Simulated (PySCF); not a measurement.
B(F)(Me)(NHMe) (C2H7BFN), SMILES CNB(C)F. Atoms are numbered in the order given.

```xyz
12

B     -0.0576    -0.5073     0.0000
F     -1.4075    -0.4238     0.0000
C      0.6091    -1.9343     0.0000
H      1.7100    -1.9124     0.0000
H      0.2785    -2.5090    -0.8824
H      0.2785    -2.5090     0.8824
N      0.6692     0.6912     0.0000
C      0.1267     2.0354     0.0000
H      1.6815     0.6382     0.0000
H      0.4389     2.6072    -0.8919
H      0.4389     2.6072     0.8919
H     -0.9703     1.9832     0.0000
```

The structure is a stationary point at B3LYP-D3(BJ)/def2-SVP. The structure was generated by enumeration, and PubChem lists no compound with its InChIKey, so it may never have been made. The values are those of a single conformer.

The numbers are results of B3LYP/def2-TZVP in PySCF, not measurements.

Gas-phase values at a fixed geometry.

Estimate the frontier levels, gap, dipole moment and polarisability. (An estimate is asked for; the answer gives what the named calculation found.)


The highest occupied level is -7.30 eV, the lowest empty level is 0.45 eV and the orbital gap comes out as 7.75 eV. The dipole moment is 2.20 D. The quadrupole, principal values (traceless, Buckingham form, about the centre of nuclear charge) is -1.20, -0.77, 1.97 D·Å, the mean static polarisability is 47.8 bohr³ (7.09 Å³) and the polarisability, principal values is 39.4, 44.3, 59.9 bohr³.
